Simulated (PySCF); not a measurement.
C6H14N2Si2.
Geometry (PBE0-D3(BJ)/def2-SVP, Å), atoms numbered from 1 in this order:
```
atom  x, y, z in Å
C1    -2.176    0.051   -1.615
N2    -1.514    0.438   -0.612
C3    -0.823   -0.534    0.157
C4    -0.701   -0.312    1.684
C5     0.549   -1.215    1.642
C6     0.691   -0.244    0.446
N7     1.746   -0.189   -0.513
Si8    2.124    1.378   -1.208
Si9    2.389   -1.717   -1.075
C10    0.227    0.886    1.400
H11   -2.698    0.789   -2.239
H12   -2.265   -1.015   -1.910
H13   -1.037   -1.579   -0.150
H14   -1.524   -0.355    2.408
H15    0.385   -2.279    1.407
H16    1.277   -1.085    2.456
H17    2.437    2.358   -0.125
H18    1.005    1.939   -2.025
H19    3.320    1.194   -2.082
H20    1.348   -2.551   -1.756
H21    3.487   -1.427   -2.040
H22    2.917   -2.517    0.072
H23   -0.241    1.761    0.933
H24    0.935    1.156    2.199
```

The closed-shell ground state was solved at several levels (PySCF, density fitting, gas phase, non-relativistic).

```csv
level,basis functions,HOMO (eV),LUMO (eV),gap (eV),dipole (D)
wB97X-D/def2-SVPD,320,-8.62,1.27,9.89,1.38
PBE0/pcSseg-1,254,-6.82,-0.45,6.37,1.29
```

Question: Estimate the row for wB97X-D/pcSseg-1, a basis of 254 functions; the other rows only guide the guess.

Answer: HOMO -8.61 eV, LUMO 1.40 eV, gap 10.01 eV, dipole 1.36 D.

Question: Over all these levels, which gives the widest orbital gap and which the narrowest?

Answer: wB97X-D/pcSseg-1 (range-separated hybrid) has the widest, 10.01 eV, and PBE0/pcSseg-1 (global hybrid, 25 % exact exchange) the narrowest, 6.37 eV. The two share the basis. From the narrowest to the widest the HOMO moves by -1.79 eV and the LUMO by +1.85 eV.

Question: How far do the dipole and the HOMO energy spread over the levels?

Answer: The dipole runs from 1.29 to 1.38 D (mean 1.34 D) and the HOMO from -8.62 to -6.82 eV.

One conformer stands for the species.
